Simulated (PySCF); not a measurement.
GeFCl2Br, SMILES [F][Ge]([Cl])([Cl])[Br]. The structure is a stationary point at PBE-D3(BJ)/def2-SVP.

The numbers are results of PySCF with PBE-D3(BJ)/def2-SVP, not measurements.

Harmonic wavenumbers (cm⁻¹): 105, 116, 150, 187, 199, 306, 420, 452, 709. Rotational constants (GHz): 1.579, 0.9724, 0.7911; symmetry number 1.

Q: Work out the zero-point energy and the ideal-gas rigid-rotor harmonic-oscillator thermochemistry at 298.15 K and 1 atm.

A: ZPE = ½ Σ hcν = ½ × 2645 cm⁻¹ = 3.78 kcal/mol. H − E(el) = 8.84 kcal/mol. Entropy in cal/(mol K): translation 42.36, rotation 29.96, vibration 16.96, total 89.27. G − E(el) = -17.77 kcal/mol. Cp = 22.69 cal/(mol K). Modes under 150 cm⁻¹ make the vibrational entropy uncertain.
